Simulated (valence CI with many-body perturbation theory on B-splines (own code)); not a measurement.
Results of a calculation; reference values are marked as such.
Er³⁷⁺: magnetic and hyperfine properties of the levels

Method: relativistic CI+MBPT: three valence electrons over a frozen Dirac-Fock core [Ar] 3d10, a basis of 11 s, 11 p, 9 d, 7 f, 5 g, 2 h, 1 i functions for each j, with the one-electron correlation potential Σ1, the two-electron term Σ2, the three-electron term Σ3, Breit, model QED; selected CI, second order for the rest (own B-spline code, finite nucleus).

The last digits are not significant, and no measured levels were compared; by estimate large intervals hold to a few tenths of a per cent, small ones and those within an open d or f shell to about a per cent.

A/g_I is the dipole constant over the nuclear g factor μ/I (μ in nuclear magnetons, uniformly magnetised nucleus), B/Q the quadrupole constant per barn. Both hold the static response of the core; the bare values leave it out. Large factors of s and p1/2 electrons are usually good to 5 to 10 %; those of open d and f shells near neutrality can be off by tens of per cent, and small factors of p3/2, d and f electrons come from cancelling terms and can be off by a factor of two or in sign, in half-filled shells by more. B is blank for J = 1/2, where it vanishes, and for nearly pure S terms. Energies count from the lowest level.

Levels are named by their leading jj configuration (3d3/2^4 stands for four electrons in 3d with j = 3/2), which in mixed levels can hold well under half, so a name can repeat and another be missing. Letters in brackets count levels of one name in rising energy.

| Level | E (cm⁻¹) | g | A/g_I (MHz) | A/g_I bare | B/Q (MHz/b) | B/Q bare |
| --- | --- | --- | --- | --- | --- | --- |
| (4s^2 4p1/2) J=1/2 | 0 | 0.661 | 327000 | 316000 |  |  |
| (4s^2 4p3/2) J=3/2 | 502830 | 1.330 | 42500 | 40700 | 82900 | 80000 |
| (4s 4p1/2^2) J=1/2 | 659600 | 2.256 | 983000 | 948000 |  |  |
| (4s 4p1/2 4p3/2) J=3/2 [a] | 1073900 | 1.668 | 247000 | 238000 | 67300 | 64800 |
| (4s 4p1/2 4p3/2) J=5/2 | 1131900 | 1.373 | 292000 | 282000 | 49000 | 47300 |
| (4s 4p1/2 4p3/2) J=3/2 [b] | 1216100 | 0.960 | 2230 | 2220 | 61400 | 59200 |
| (4s 4p1/2 4p3/2) J=1/2 | 1238600 | 1.207 | -314000 | -302000 |  |  |
| (4s 4p3/2^2) J=5/2 | 1590800 | 1.400 | 207000 | 200000 | 19200 | 18600 |
| (4s^2 4d3/2) J=3/2 | 1619400 | 0.865 | 3330 | 3780 | 1070 | 1290 |
| (4s 4p3/2^2) J=1/2 | 1741800 | 1.862 | 1030000 | 989000 |  |  |
| (4s^2 4d5/2) J=5/2 | 1757200 | 1.217 | 49500 | 48200 | 32100 | 31200 |
| (4s 4p3/2^2) J=3/2 | 1774700 | 1.160 | -137000 | -132000 | -15800 | -15300 |
| (4p1/2^2 4p3/2) J=3/2 | 1884100 | 1.330 | 37100 | 36200 | 76800 | 74000 |
| (4s 4p1/2 4d3/2) J=3/2 [a] | 2145300 | 0.501 | -92900 | -89300 | 18000 | 17600 |
| (4s 4p1/2 4d3/2) J=5/2 | 2187600 | 1.055 | 256000 | 247000 | -2440 | -2100 |
| (4s 4p1/2 4d3/2) J=3/2 [b] | 2282800 | 1.333 | 235000 | 227000 | 8510 | 8270 |
| (4s 4p1/2 4d3/2) J=1/2 | 2284300 | 0.377 | -405000 | -390000 |  |  |
| (4s 4p1/2 4d5/2) J=5/2 [a] | 2297000 | 1.250 | 52400 | 51200 | 1910 | 2050 |
| (4p1/2 4p3/2^2) J=3/2 | 2313100 | 1.360 | -103000 | -98100 | -5740 | -5510 |
| (4s 4p1/2 4d5/2) J=7/2 | 2337600 | 1.253 | 193000 | 187000 | -1430 | -1100 |
| (4s 4p1/2 4d5/2) J=5/2 [b] | 2343200 | 1.309 | 127000 | 123000 | 9320 | 9040 |
| (4p1/2 4p3/2^2) J=1/2 | 2428700 | 0.661 | 317000 | 305000 |  |  |
| (4s 4p1/2 4d5/2) J=5/2 [c] | 2442000 | 1.005 | 36600 | 35600 | 42800 | 41500 |
| (4s 4p1/2 4d5/2) J=3/2 | 2471000 | 1.111 | -98200 | -94200 | 24800 | 24200 |
| (4s 4p3/2 4d3/2) J=5/2 [a] | 2707400 | 1.259 | 154000 | 149000 | 23000 | 22100 |
| (4s 4p3/2 4d3/2) J=3/2 [a] | 2708200 | 1.348 | 176000 | 170000 | -7700 | -7580 |
| (4s 4p3/2 4d3/2) J=1/2 [a] | 2709200 | 2.336 | 535000 | 516000 |  |  |
| (4s 4p3/2 4d3/2) J=7/2 | 2721900 | 1.288 | 154000 | 149000 | 63600 | 61400 |
| (4s 4p3/2 4d5/2) J=9/2 | 2738900 | 1.330 | 134000 | 129000 | 101000 | 97500 |
| (4s 4p3/2 4d5/2) J=3/2 [a] | 2792500 | 1.146 | -44600 | -42400 | -46700 | -45000 |
| (4s 4p3/2 4d3/2) J=5/2 [b] | 2800000 | 0.901 | -25300 | -24000 | 36300 | 35000 |
| (4s 4p3/2 4d3/2) J=3/2 [b] | 2810000 | 1.117 | -10800 | -9990 | -54800 | -52900 |
| (4s 4p3/2 4d5/2) J=5/2 [a] | 2822000 | 1.345 | 204000 | 197000 | -43500 | -41900 |
| (4s 4p3/2 4d5/2) J=7/2 [a] | 2852000 | 1.220 | 71700 | 69600 | 7510 | 7090 |
| (4s 4p3/2 4d3/2) J=1/2 [b] | 2871700 | 0.592 | 88400 | 86000 |  |  |
| (4s 4p3/2 4d5/2) J=7/2 [b] | 2878100 | 1.157 | -5550 | -4960 | 96200 | 93100 |
| (4p1/2^2 4d3/2) J=3/2 | 2930300 | 0.760 | 21200 | 20600 | 14000 | 13800 |
| (4s^2 4f5/2) J=5/2 | 2957600 | 1.032 | -33700 | -32000 | -2400 | -2350 |
| (4s 4p3/2 4d5/2) J=1/2 | 2957900 | 0.681 | -263000 | -253000 |  |  |
| (4s 4p3/2 4d5/2) J=3/2 [b] | 2984300 | 1.305 | 238000 | 231000 | 25200 | 24400 |

(1) Take the isotope of mass number 167, with I = 7/2, μ = -0.5623 μN and Q = 3.57 b. What is the hyperfine structure of (4s 4p1/2 4p3/2) J=3/2 [b]?

Results:

(1) From the table A = -359 MHz, B = 219000 MHz. Shifts from the centre of gravity in MHz: F = 2: 120000, F = 3: -37800, F = 4: -102000, F = 5: 52900.
